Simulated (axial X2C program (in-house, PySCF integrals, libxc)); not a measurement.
**CuGa at several levels of theory**

Computed with an axial X2C code built on PySCF integrals. Spin-free means the one-electron spin-free X2C Hamiltonian; two-component (2c) means X2C with spin–orbit coupling and atomic mean-field two-electron Coulomb and Gaunt terms, so the difference of the two also holds small scalar two-electron terms. Basis: Ga dyall-cv3z [9s9p7d4f1g], Cu dyall-cv3z [9s9p6d3f2g] (cores contracted in-house); Gaussian nuclei, density fitting, unrestricted open shells. Masses: Ga 68.926 u, Cu 62.930 u.

State, spin-free: M_S = 0, Λ = 0 (closed shell); electrons by block: σα: 14, σβ: 14, π+α: 6, π+β: 6, π-α: 6, π-β: 6, δ+α: 2, δ+β: 2, δ-α: 2, δ-β: 2. Fragments: Ga + Cu.

State, 2c: Ω = 0 (closed shell); electrons by block: 1/2: 20, -1/2: 20, 3/2: 8, -3/2: 8, 5/2: 2, -5/2: 2. Fragments: Ga + Cu.

| Hamiltonian | level | Re (Å) | ωe (cm⁻¹) | αe (cm⁻¹) | De (eV) | D0 (eV) | k (mdyn/Å) | μ (D) |
| --- | --- | --- | --- | --- | --- | --- | --- | --- |
| spin-free | PBE0 | 2.371 | 216.6 | 0.000491 | 2.09 | 2.07 | 0.91 | -0.59 |
| spin-free | HF | 2.591 | 164.6 | 0.000358 | n/a | n/a | 0.525 | 0.74 |
| spin-free | MP2 | 2.320 | 235.3 | 0.000528 | 2.04 | 2.02 | 1.07 | n/a |
| spin-free | CCSD | 2.397 | 208.2 | 0.000486 | 1.97 | 1.96 | 0.84 | n/a |
| spin-free | CCSD(T) | 2.357 | 223.8 | 0.000511 | n/a | n/a | 0.97 | n/a |
| spin-free | M06 | 2.384 | 213.6 | 0.000479 | 2.43 | 2.41 | 0.884 | -2.07 |
| 2c | PBE0 | 2.372 | 216.4 | 0.00049 | n/a | n/a | 0.908 | -0.59 |
| 2c | HF | 2.592 | 164.4 | 0.000358 | n/a | n/a | 0.524 | 0.74 |
| 2c | MP2 | 2.321 | 234.9 | 0.000528 | 1.98 | 1.97 | 1.07 | n/a |
| 2c | CCSD | 2.399 | 206.6 | 0.000503 | 1.91 | 1.90 | 0.827 | n/a |
| 2c | CCSD(T) | 2.358 | 222.8 | 0.000515 | n/a | n/a | 0.962 | n/a |
| 2c | M06 | 2.385 | 213.4 | 0.000479 | n/a | n/a | 0.882 | -2.07 |

Correlated methods: 14 electrons correlated (number of frozen shells: Ga 3 s, 2 p, 1 d; Cu 3 s, 2 p), 310 virtual spin orbitals or spinors in MP2, 90 natural virtuals in coupled cluster.

Dipoles are positive if Cu is the positive end.

The state is one determinant whose occupation by symmetry is held fixed; it was picked as the lowest of a PBE0 search that is not exhaustive. The closed shell is kept restricted, so the energy runs too high when the bond is stretched far. Dissociation energies refer to the lowest single-determinant-based atoms at the same level and basis. De is not given where an atomic determinant may have missed its ground term or J level, or where the truncated virtual space spoils (T). CCSD and (T) use frozen natural virtuals with an MP2 correction for the truncation; (T) itself is uncorrected, so its De runs slightly low. The functionals have no current-density term, which raises determinants with orbital currents, atoms included. The T1 diagnostic is large, a sign of multireference character. With the outer-core shells frozen, correlated bond lengths of heavy atoms tend to come out a few hundredths of an ångström too long.

Rough cost a point (2c) on 1 thread(s) of a shared host, integrals apart: PBE0 0.4 s, HF 0.26 s, CCSD(T) 8 s, M06 0.7 s.

The whole task took 2.9 min on 1 thread of Intel(R) Xeon(R) 6975P-C (Granite Rapids), on a shared host.
